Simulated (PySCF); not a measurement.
Sn(Me)(NH2)3 (CH9N3Sn), SMILES [CH3][Sn]([NH2])([NH2])[NH2].

The structure is a stationary point at B3LYP-D3(BJ)/def2-SVP. The def2 effective core potentials stand for the cores of Sn; spin–orbit coupling is left out. Other conformers were not sampled.

All values below come from TDA-PBE/def2-SVPD run with PySCF.

Vertical excitations. The molecule is in vacuum.

Question: Give excitation energies, oscillator strengths and character. (Estimate from the structure and the level; the computed values follow.)

Answer: 
```tsv
state	energy (eV)	λ (nm)	f	main pairs
S1	4.47	277	0.060	HOMO→LUMO 94 %
S2	4.67	266	0.042	HOMO−1→LUMO 97 %
S3	5.33	233	0.038	HOMO−2→LUMO 98 %
S4	5.64	220	0.026	HOMO→LUMO+1 82 %
S5	5.93	209	0.014	HOMO→LUMO+2 83 %, HOMO→LUMO+4 14 %
S6	5.97	208	0.037	HOMO−1→LUMO+1 85 %
S7	6.08	204	0.013	HOMO→LUMO+3 98 %
S8	6.22	199	0.000	HOMO−1→LUMO+3 99 %
S9	6.27	198	0.015	HOMO−1→LUMO+2 87 %
S10	6.34	196	0.041	HOMO→LUMO+4 72 %
T1	4.06	305	0	HOMO→LUMO 99 %
T2	4.38	283	0	HOMO−1→LUMO 99 %
T3	5.05	245	0	HOMO−2→LUMO 98 %
T4	5.35	232	0	HOMO→LUMO+1 97 %
```
Triplets are in the Tamm–Dancoff approximation.
